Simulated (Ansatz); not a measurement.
ClH3NOSTa, SMILES `[NH2][Ta]([OH])(=[S])[Cl]`, charge 0, multiplicity 1.

Q: Give a relaxed structure at PBE0-D4/def2-TZVP (Ansatz 0.2.0). (Best estimate.)

A: Computed: 
```xyz
8

N     0.924    0.370    1.113
Ta   -0.342    0.225   -0.371
O    -0.900   -1.570   -0.520
S     0.721    0.883   -2.129
Cl   -2.189    1.548    0.033
H     0.759   -0.032    2.026
H     1.838    0.795    1.068
H    -0.811   -2.218   -1.220
```
